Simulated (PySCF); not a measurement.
Ta(O)(Cl)2(Me) (CH₃Cl₂OTa), SMILES [CH3][Ta](=[O])([Cl])[Cl], multiplicity 1.

Coordinates come from a B3LYP-D3(BJ)/def2-SVP optimisation. The multiplicity is an assumed one; no other spin state was optimised. The structure was generated by enumeration; whether it is a known compound was not checked. The def2 effective core potentials stand for the cores of Ta; spin–orbit coupling is left out.

All values below come from PBE/def2-TZVP (PySCF).

The molecule is in vacuum.

Question: Estimate the frontier levels, gap, dipole moment and polarisability. (Estimate from the structure and the level; the computed values follow.)

Answer: 
| Property | Value |
|---|---|
| highest occupied level | -7.79 eV |
| lowest empty level | -3.42 eV |
| orbital gap | 4.37 eV |
| dipole moment | 2.20 D |
| quadrupole, principal values (traceless, Buckingham form, about the centre of nuclear charge) | -5.11, -1.03, 6.13 D·Å |
| mean static polarisability | 80.9 bohr³ (11.99 Å³) |
| polarisability, principal values | 71.0, 83.0, 88.8 bohr³ |
